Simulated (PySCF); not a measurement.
[(E)-but-2-enyl]silane (C4H10Si), SMILES C/C=C/C[SiH3].

Coordinates come from a r2SCAN-D4/def2-SVP optimisation. The values are those of a single conformer.

Calculation: TDDFT-M06-2X/def2-SVPD in PySCF.

Vertical excitations. The molecule is in vacuum.

Computed lowest excited states:
| state | energy (eV) | λ (nm) | f | main pairs |
|---|---|---|---|---|
| S1 | 6.49 | 191 | 0.066 | HOMO→LUMO 72 %, HOMO→LUMO+2 13 % |
| S2 | 6.64 | 187 | 0.409 | HOMO→LUMO+1 87 % |
| S3 | 7.05 | 176 | 0.007 | HOMO→LUMO+3 38 %, HOMO→LUMO+2 32 %, HOMO→LUMO+4 23 % |
| S4 | 7.13 | 174 | 0.015 | HOMO→LUMO+4 71 %, HOMO→LUMO+2 16 % |
| S5 | 7.39 | 168 | 0.056 | HOMO→LUMO+3 48 %, HOMO→LUMO+2 29 %, HOMO→LUMO 12 % |
| S6 | 7.77 | 159 | 0.004 | HOMO→LUMO+5 92 % |
| S7 | 7.98 | 155 | 0.010 | HOMO→LUMO+6 81 % |
| S8 | 8.12 | 153 | 0.005 | HOMO−4→LUMO+1 20 %, HOMO−4→LUMO 14 %, HOMO−2→LUMO+1 13 %, HOMO−3→LUMO+1 12 % |
| S9 | 8.19 | 151 | 0.064 | HOMO→LUMO+7 73 % |
| S10 | 8.41 | 147 | 0.013 | HOMO→LUMO+8 73 % |
| T1 | 4.46 | 278 | 0 | HOMO→LUMO+1 48 %, HOMO→LUMO 31 % |
| T2 | 6.43 | 193 | 0 | HOMO→LUMO 43 %, HOMO→LUMO+1 39 %, HOMO→LUMO+2 10 % |
| T3 | 7.01 | 177 | 0 | HOMO→LUMO+2 46 %, HOMO→LUMO+3 40 % |
| T4 | 7.11 | 174 | 0 | HOMO→LUMO+4 95 % |
Triplets are in the Tamm–Dancoff approximation, which puts them higher than full response would, so one can lie above its singlet here.
